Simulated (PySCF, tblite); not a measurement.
Isomers of C3H4NS2Si (doublet state), one GFN2-xTB conformer each. Single-point energies are computed at B3LYP/pcH-1 (PySCF, gas phase, no added dispersion term), electronic only. GFN2-xTB treats the open shell by occupation alone, and not every SCF solution was tested for stability.

Task: Rank them by B3LYP/pcH-1 energy, lowest first (kJ/mol).
A. `[N:1]#[C:2][C@H:3]1[CH2:4][S:5][SiH:6][S:7]1` (doublet state) with C2–C3–C4–S5 63°, C3–C4–S5–Si6 32°, C4–S5–Si6–S7 0°, S5–Si6–S7–C3 -24°
B. `[N:1]#[C:2][C@H:3]1[CH:4][S:5][SiH2:6][S:7]1` (doublet state) with C2–C3–C4–S5 67°, C3–C4–S5–Si6 25°, C4–S5–Si6–S7 6°, S5–Si6–S7–C3 -24°

Result: A (0.0), B (46.9).

GFN2-xTB itself gives, in the same order: 0.0, 8.2. Both levels put the same isomer lowest.

Task: What happens when harmonic zero-point energies from GFN2-xTB frequencies are added?

Result: 
```
                SMILES  ZPE (kJ/mol)  electronic (kJ/mol)  with ZPE (kJ/mol)
    N#C[C@H]1CS[SiH]S1         169.0                  0.0                0.0
N#C[C@H]1[CH]S[SiH2]S1         156.3                 46.9               34.3
```

The zero-point energies span 12.7 kJ/mol. The order is unchanged.
